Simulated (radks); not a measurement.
Species: Sc. Configuration: [Ar] 3d1 4s2.

Calculated with a radial shooting solver on a logarithmic mesh with Libxc functionals: scalar-relativistic Kohn-Sham, PBE, spin-polarised, spherical densities, point nucleus; open shells are filled with parallel spins first.

Energy parts (hartree):
part                       energy
total                  -764.06258
kinetic                 769.86764
electron-nucleus      -1815.06539
Hartree                 320.01738
exchange-correlation    -38.88221

Orbitals (lengths in bohr, moments of r in powers of bohr; r(max) is where P^2 peaks; r(90%) holds 90 % of the orbital's charge):
orbital	occ.	eigenvalue (hartree)	r(max)	r(90%)	<r^4>	<r>
1s down	1	-161.5938	0.04780	0.130	0.0001326	0.07304
1s up	1	-161.5936	0.04780	0.130	0.0001326	0.07304
2s up	1	-17.43161	0.2836	0.534	0.03451	0.3435
2s down	1	-17.42403	0.2835	0.534	0.03445	0.3434
2p up	3	-14.26780	0.2323	0.507	0.02838	0.3077
2p down	3	-14.26193	0.2323	0.507	0.02831	0.3076
3s up	1	-2.03390	0.9270	1.61	2.893	1.075
3s down	1	-2.00527	0.9266	1.61	2.894	1.075
3p up	3	-1.24712	0.9687	1.80	4.590	1.169
3p down	3	-1.21840	0.9681	1.80	4.613	1.169
4s up	1	-0.15803	3.092	5.54	403.3	3.686
4s down	1	-0.14807	3.157	5.67	444.6	3.769
3d up	1	-0.12905	1.098	3.32	64.08	1.839
3d down	0	-0.10442	1.100	3.52	84.09	1.921

The highest occupied level is 3d up at -3.512 eV. The density falls to 0.001 e/bohr^3 at r = 4.96 bohr. Spin moment in Bohr magnetons: 1. For comparison, the ionisation energy in NIST's Atomic Spectra Database is 6.561 eV (measured). In exact Kohn-Sham theory the highest level is minus the ionisation energy, but local and semilocal functionals leave it too shallow, through self-interaction and a potential that decays too fast; potentials with the right tail come closer. Summed over all electrons, <r^2> = 49.95 bohr^2, which gives a Langevin (diamagnetic) susceptibility term of -39.6 x 10^-6 cm^3/mol.
